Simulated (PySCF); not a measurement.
## Reproducing measurements on C7H8

**What was measured.**

From NIST CCCBDB Release 22 (SRD 101), experimental dipoles, for the gas: dipole moment 0.332 D.

How close the calculation comes is told at the end.

Compound: C₇H₈.
SMILES with atom numbers: `[CH3:1][c:2]1[cH:3][cH:4][cH:5][cH:6][cH:7]1` (hydrogens: H8, H9, H10 on C1; H11 on C3; H12 on C4; H13 on C5; H14 on C6; H15 on C7)

Structure used (GFN2-xTB), in Å, numbered top down from 1:
```xyz
15
C7H8 angstrom
C      2.196   -0.259   -0.093
C      0.709   -0.075   -0.040
C     -0.132   -1.182   -0.016
C     -1.505   -1.026    0.047
C     -2.059    0.242    0.087
C     -1.231    1.351    0.064
C      0.143    1.192    0.001
H      2.564   -0.615    0.869
H      2.465   -0.998   -0.845
H      2.697    0.677   -0.326
H      0.296   -2.174   -0.048
H     -2.145   -1.897    0.065
H     -3.131    0.365    0.135
H     -1.655    2.344    0.095
H      0.783    2.063   -0.018
```

The PySCF runs (gas phase, on this GFN2-xTB geometry; no spin–orbit coupling):

| level | job | basis functions |
| --- | --- | --- |
| PBE0/pcSseg-1 | shieldings, ring-centre shieldings, charges and field gradients, density and orbital grids written | 159 |

## Comparison

**Dipole moment.** Measured: 0.332 D (NIST CCCBDB Release 22 (SRD 101), experimental dipoles).

| level | computed (D) | computed − measured (D) | % (from the printed values) |
| --- | --- | --- | --- |
| PBE0/pcSseg-1 | 0.412 | +0.080 | +24 |

The computed dipoles belong to one fixed geometry; measured ones are averaged over vibrations unless marked μe. Magnitudes are compared, not signs.

No measured geometry was used, and the causes of the misses weren't examined.
